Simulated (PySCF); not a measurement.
Spectra and structures to be paired. Method: TDDFT PBE0/def2-SVPD, vertical, gas phase, core orbitals frozen in the response (PySCF). Geometries: GFN2-xTB; one conformer of each isolated species. Triplets are in the Tamm–Dancoff approximation.

A. `CN(C)C(=O)[C@@H]1CS1`
B. `c1cnc2c(c1)N[SiH2]S2`
C. `N#CC/C(Cl)=C/Cl`

Lowest singlet levels (six at most, fewer where fewer were computed) with oscillator strengths:

1. 4.49 eV (f 0.142); 4.50 eV (f 0.000); 4.97 eV (f 0.002); 5.10 eV (f 0.004); 5.15 eV (f 0.060); 5.58 eV (f 0.001); T1 3.50 eV
2. 5.99 eV (f 0.001); 6.20 eV (f 0.291); 6.74 eV (f 0.001); 6.81 eV (f 0.019); 7.09 eV (f 0.003); 7.21 eV (f 0.003); T1 3.91 eV
3. 4.41 eV (f 0.004); 5.41 eV (f 0.011); 5.69 eV (f 0.060); 5.81 eV (f 0.012); 6.17 eV (f 0.008); 6.51 eV (f 0.050); T1 3.96 eV

Question: Which spectrum belongs to which structure?

Answer: 1 = B, 2 = C, 3 = A.
- A: S1 at 4.41 eV, HOMO→LUMO (97%); Löwdin shares by element: HOMO sulfur 63%, carbon 15% or more, oxygen 12%; LUMO sulfur 40%, carbon 28% or more, oxygen 9% (atoms not listed hold the other 22%); HOMO -6.63 and LUMO -0.58 eV.
- B: S1 at 4.49 eV, HOMO→LUMO (93%); Löwdin shares by element: HOMO carbon 24% or more, sulfur 20%, nitrogen 15% or more (atoms not listed hold the other 42%); LUMO carbon 51% or more, nitrogen 21% or more (atoms not listed hold the other 28%); HOMO -6.06 and LUMO -0.73 eV; point group Cs, 1 of its 6 listed states under f = 0.0005.
- C: S1 at 5.99 eV, HOMO→LUMO+1 (96%); Löwdin shares by element: HOMO carbon 48% or more, chlorine 45%; LUMO carbon 59% or more, chlorine 20% (atoms not listed hold the other 22%); HOMO -7.84 and LUMO -1.13 eV.
A and B have S1 within 0.08 eV of each other; their strongest listed levels stand at 5.69 eV (f 0.060) and 4.49 eV (f 0.142).
